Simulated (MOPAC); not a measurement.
Input file for MOPAC: PM6 on AlClH3N (SMILES [NH2][AlH][Cl]), a point of a torsion scan.

```
PM6 1SCF PRECISE CHARGE=0 THREADS=1
AlClH3N

N     -0.99328475 1    -0.12699476 1    -0.01810699 1
Al     0.73463093 1     0.27309895 1    -0.06081730 1
Cl     1.60057306 1     1.37402582 1    -1.52109901 1
H     -1.44161701 1    -0.67542976 1     0.70349777 1
H     -1.69906060 1     0.14316302 1    -0.69370534 1
H      1.61594567 1    -0.24281828 1     1.06838222 1
```

It printed:

```
*******************************************************************************
 **                                                                           **
 **                              MOPAC v23.2.5                                **
 **                                                                           **
 *******************************************************************************
 ** MOPAC's Digital Object Identifier: https://doi.org/10.5281/zenodo.6511958 **
 **                                                                           **
 ** Please cite the open-source release paper for use of this MOPAC version:  **
 ** J. E. Moussa and J. J. P. Stewart (2026)                                  **
 ** MOPAC: An open-source semiempirical molecular orbital program             **
 ** J. Open Source Softw., 11(119), 8025, https://doi.org/10.21105/joss.08025 **
 *******************************************************************************

                              PM6 CALCULATION RESULTS

 *******************************************************************************
 *  PM6        - The PM6 Hamiltonian to be used
 *
 *
 *
 *                 CHARGE ON SYSTEM = 0
 *
 *
 *
 *  PRECISE    - TIGHTER CRITERIA TO BE USED
 *  1SCF       - DO 1 SCF AND THEN STOP
 *  THREADS=1  - MULTI-THREADING NOT USED
 *  T=         - A TIME OF 172800.0 SECONDS REQUESTED
 *  DUMP=N     - RESTART FILE WRITTEN EVERY 7200.0 SECONDS REQUESTED
 *******************************************************************************
PM6 1SCF PRECISE CHARGE=0 THREADS=1
 AlClH3N

   ATOM   CHEMICAL          X               Y               Z
  NUMBER   SYMBOL      (ANGSTROMS)     (ANGSTROMS)     (ANGSTROMS)

     1       N         -0.99328475  *  -0.12699476  *  -0.01810699  *
     2      Al          0.73463093  *   0.27309895  *  -0.06081730  *
     3      Cl          1.60057306  *   1.37402582  *  -1.52109901  *
     4       H         -1.44161701  *  -0.67542976  *   0.70349777  *
     5       H         -1.69906060  *   0.14316302  *  -0.69370534  *
     6       H          1.61594567  *  -0.24281828  *   1.06838222  *



          CARTESIAN COORDINATES

    NO.       ATOM           X           Y           Z

     1         N         -0.9933     -0.1270     -0.0181
     2        Al          0.7346      0.2731     -0.0608
     3        Cl          1.6006      1.3740     -1.5211
     4         H         -1.4416     -0.6754      0.7035
     5         H         -1.6991      0.1432     -0.6937
     6         H          1.6159     -0.2428      1.0684

 General Reference for PM6:
 "Optimization of Parameters for Semiempirical Methods V: Modification of NDDO Approximations
 and Application to 70 Elements", J. J. P. Stewart, J. Mol. Mod., 13, 1173-1213 (2007)
 URL: https://link.springer.com/article/10.1007/s00894-007-0233-4

           Empirical Formula: H3 N Al Cl  =     6 atoms



      MOLECULAR POINT GROUP   :   Cs


      RHF CALCULATION, NO. OF DOUBLY OCCUPIED LEVELS = 9


 -------------------------------------------------------------------------------
 PM6 1SCF PRECISE CHARGE=0 THREADS=1
 AlClH3N



     1SCF WAS SPECIFIED, SO BFGS WAS NOT USED
     SCF FIELD WAS ACHIEVED


                              PM6 CALCULATION
                                                       MOPAC v23.2.5 Linux




          FINAL HEAT OF FORMATION =        -21.23989 KCAL/MOL =     -88.86769 KJ/MOL


          COSMO AREA              =        106.41 SQUARE ANGSTROMS
          COSMO VOLUME            =         92.54 CUBIC ANGSTROMS

          IONIZATION POTENTIAL    =          9.813000 EV
          HOMO LUMO ENERGIES (EV) =         -9.813  1.561
          NO. OF FILLED LEVELS    =          9
          MOLECULAR WEIGHT        =         79.4649         POINT GROUP:  Cs

          MOLECULAR DIMENSIONS (Angstroms)

            Atom       Atom       Distance
            H     4   Cl     3     4.28999
            H     6    H     5     3.56006
           Al     2    N     1     0.00009


          SCF CALCULATIONS        =          1





   ATOM   CHEMICAL          X               Y               Z
  NUMBER   SYMBOL      (ANGSTROMS)     (ANGSTROMS)     (ANGSTROMS)

     1       N         -0.99328475  *  -0.12699476  *  -0.01810699  *
     2      Al          0.73463093  *   0.27309895  *  -0.06081730  *
     3      Cl          1.60057306  *   1.37402582  *  -1.52109901  *
     4       H         -1.44161701  *  -0.67542976  *   0.70349777  *
     5       H         -1.69906060  *   0.14316302  *  -0.69370534  *
     6       H          1.61594567  *  -0.24281828  *   1.06838222  *

                             CARTESIAN COORDINATES

   1    N       -0.993284750    -0.126994760    -0.018106990
   2   Al        0.734630930     0.273098950    -0.060817300
   3   Cl        1.600573060     1.374025820    -1.521099010
   4    H       -1.441617010    -0.675429760     0.703497770
   5    H       -1.699060600     0.143163020    -0.693705340
   6    H        1.615945670    -0.242818280     1.068382220


           Empirical Formula: H3 N Al Cl  =     6 atoms



      MOLECULAR POINT GROUP   :   Cs


                  EIGENVALUES
 -30.07161 -26.38990 -16.47115 -16.44855 -14.26331 -12.64335 -11.55215 -11.09739
  -9.81300   1.56136   2.03699   3.49717   5.34908   7.00608   7.29634  89.40018
  89.65154  90.72150  90.75013  91.20314 101.72368 102.44553 103.29363 103.39457
 104.79807


              NET ATOMIC CHARGES AND DIPOLE CONTRIBUTIONS

  ATOM NO.   TYPE          CHARGE      No. of ELECS.   s-Pop       p-Pop       d-Pop
    1          N          -0.735749        5.7357     1.49977     4.23598
    2         Al           0.607995        2.3920     0.91117     1.43188     0.04895
    3         Cl          -0.307523        7.3075     1.98686     5.31697     0.00370
    4          H           0.255212        0.7448     0.74479
    5          H           0.253688        0.7463     0.74631
    6          H          -0.073623        1.0736     1.07362
 DIPOLE           X         Y         Z       TOTAL
 POINT-CHG.    -1.118    -1.351     1.772     2.493
 HYBRID        -0.667     0.154    -0.476     0.834
 SUM           -1.784    -1.197     1.296     2.509


          ATOMIC ORBITAL ELECTRON POPULATIONS

     Atom    s        px        py        pz      x^2-y^2     xz        z^2       yz        xy
    1  N   1.49977   1.24992   1.63079   1.35526
    2 Al   0.91117   0.56976   0.33903   0.52309   0.01166   0.01323   0.00860   0.00558   0.00988
    3 Cl   1.98686   1.85355   1.77964   1.68377   0.00024   0.00084   0.00057   0.00147   0.00057
    4  H   0.74479
    5  H   0.74631
    6  H   1.07362

 **********************
 *                    *
 * JOB ENDED NORMALLY *
 *                    *
 **********************




 == MOPAC DONE ==
```

The run finished.

Cost: very roughly 0.03 core-seconds.
